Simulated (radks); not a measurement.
All-electron atom: Sc+ in [Ar] 3d1 4s1 (the NIST ground configuration).

Calculated with a radial shooting solver on a logarithmic mesh with Libxc functionals: scalar-relativistic Kohn-Sham, SCAN, spin-polarised, spherical densities, finite nucleus; open shells are filled with parallel spins first; meta-GGA in the generalised Kohn-Sham scheme; Fermi nuclear charge, rms radius 3.5459 fm.

Energy parts (eV):
| part | energy |
|---|---|
| total | -20792.786 |
| kinetic | 20951.913 |
| electron-nucleus | -49247.559 |
| Hartree | 8565.261 |
| exchange-correlation | -1062.401 |

Orbitals (lengths in bohr, moments of r in powers of bohr; r(90%) holds 90 % of the orbital's charge):
orbital  occ.  eigenvalue (eV)      <r^4>  r(90%)
1s up       1        -4423.598  0.0001331   0.130
1s down     1        -4423.568  0.0001331   0.130
2s up       1        -488.7445    0.03413   0.532
2s down     1        -488.4187    0.03403   0.532
2p up       3        -400.2362    0.02825   0.506
2p down     3        -399.9703    0.02814   0.505
3s up       1         -64.6154      2.880    1.61
3s down     1         -63.4230      2.876    1.61
3p up       3         -42.1612      4.579    1.80
3p down     3         -40.9638      4.402    1.79
3d up       1         -10.2029      38.46    3.03
4s up       1         -10.4719      234.0    4.85

The highest occupied level is 3d up at -10.203 eV. The density falls to 0.001 e/bohr^3 at r = 4.27 bohr.

Empty levels of this run are not shown, since the potential may be unsettled where no density lies.
